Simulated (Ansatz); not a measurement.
Species: CH₅B, charge 0, singlet. CH5B (SMILES BC).
B3LYP-D3(BJ)/def2-TZVP minimum from Ansatz (a quantum-chemistry and plane-wave program):
```xyz
7

B     -0.4380    -0.7441     0.1106
H     -0.0104    -1.6075     0.8164
H     -1.5220    -0.8940    -0.3678
C      0.3570     0.5690    -0.1128
H      0.0234     1.2267     0.7092
H      0.1182     1.1024    -1.0342
H      1.4385     0.4791     0.0002
```

Total energies in cc-pVTZ, 12 correlated electrons, 2 frozen orbitals. Radicals and triplets start from unrestricted determinants; spin-orbit coupling is neglected. Correlated methods leave the cores frozen. No relativity.

```
method    program  energy (Eh)  minus CCSDT(Q) (mEh)
--------  -------  -----------  --------------------
HF         Ansatz    -65.46636                331.18
MP2        Ansatz    -65.75462                 42.92
CCSD       Ansatz    -65.78645                 11.10
CCSD(T)    Ansatz    -65.79654                  1.00
CCSDT(Q)   Ansatz    -65.79754                  0.00
```

Rough core times of Ansatz's runs on a shared machine: CCSD(T) under 20 s, CCSDT(Q) 20 min.
